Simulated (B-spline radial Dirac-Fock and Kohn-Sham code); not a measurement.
## Radiative decay of the 1s hole in Ir⁵⁺

System: iridium as Ir⁵⁺, configuration [Xe] 4f14 5d4.

Input file task.json (cfg lists n, l and occupation; rrms is the nuclear radius in fm):

```json
{"items": [{
  "Z": 77,
  "q": 5,
  "cfg": [[1, 0, 2], [2, 0, 2], [2, 1, 6], [3, 0, 2], [3, 1, 6], [3, 2, 10], [4, 0, 2], [4, 1, 6], [4, 2, 10], [4, 3, 14], [5, 0, 2], [5, 1, 6], [5, 2, 4]],
  "A": 193,
  "rrms": 5.4032,
  "do": ["binding", "quiet", "decay"],
  "holes": ["K", "L1", "L2", "L3", "M1", "M2", "M3", "M4", "M5", "N1", "N2", "N3", "N4", "N5", "N6", "N7"]
}]}
```

Launch: `python xray_run.py task.json out`

Model: one-electron (LDA, Dirac) transition rates at Dirac-Fock energies. Program: a radial finite-basis atomic code.

| line | multipole | energy (eV) | width (meV) | share (%) |
| --- | --- | --- | --- | --- |
| K-L1 | M1 | 62681.1 | 14.0 | 0.0319 |
| Kα2 (K-L2) | E1 | 63282.4 | 12800 | 29.2 |
| Kα1 (K-L3) | E1 | 64891.5 | 22000 | 50.1 |
| Kβ3 (K-M2) | E1 | 73194.6 | 2370 | 5.40 |
| Kβ1 (K-M3) | E1 | 73551.1 | 4610 | 10.5 |
| Kβ5'' (K-M4) | E2 | 73990.6 | 57.1 | 0.130 |
| Kβ5' (K-M5) | E2 | 74066.2 | 71.0 | 0.162 |
| Kβ2'' (K-N2) | E1 | 75523.7 | 551 | 1.25 |
| Kβ2' (K-N3) | E1 | 75608.2 | 1080 | 2.46 |
| K-N4 | E2 | 75793.5 | 14.3 | 0.0326 |
| K-N5 | E2 | 75809.1 | 17.8 | 0.0404 |
| K-O2 | E1 | 76049.8 | 98.7 | 0.225 |
| K-O3 | E1 | 76064.2 | 191 | 0.436 |

The listed lines hold 100.0 % of the radiative rate. The radiative width is 43.9 eV in the length form and 44.9 eV in the velocity form; the two differ because the transition energies are not eigenvalue differences of the potential that gave the orbitals. Kα2/Kα1 is 0.582 and Kβ/Kα is 0.260.

Values without a named source are computed, but for edge energies of neutral atoms, which are taken from tables.
